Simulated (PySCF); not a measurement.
B(AsH2)2(F) (As2BFH4), SMILES FB([AsH2])[AsH2]. Atoms are numbered in the order given.

```xyz
8

B      0.0000     0.0000     0.6809
As     1.8031     0.0627    -0.2972
H      2.4315    -1.0714     0.5094
H      1.3448    -0.8390    -1.4390
As    -1.8031    -0.0627    -0.2972
H     -2.4315     1.0714     0.5094
H     -1.3448     0.8390    -1.4390
F      0.0000     0.0000     2.0076
```
Charge 0, spin multiplicity 1.

Coordinates come from a B3LYP-D3(BJ)/def2-SVP optimisation. This is a generated structure with no PubChem entry under its InChIKey; it may be hypothetical.

These are PySCF with PBE/pcSseg-1 values and carry that method's errors.

GIAO shieldings, no solvent; atoms listed in one row are averaged. δ = σ(ref) − σ: ¹¹B against BF3 (σ = 83.9 ppm); ⁷⁵As against AsH3 (σ = 1870.9 ppm); ¹H against TMS (σ = 31.49 ppm); ¹⁹F against CFCl3 (σ = 133.6 ppm), references at their B3LYP-D3(BJ)/def2-TZVP geometries, non-relativistic.

Computed chemical shifts:
| nucleus | atoms | count | δ (ppm) |
|---|---|---|---|
| ¹¹B | B1 | 1 | 79.5 |
| ⁷⁵As | As2, As5 | 2 | 138.8 |
| ¹H | H6, H3 | 2 | 3.36 |
| ¹H | H4, H7 | 2 | 3.23 |
| ¹⁹F | F8 | 1 | 58.5 |
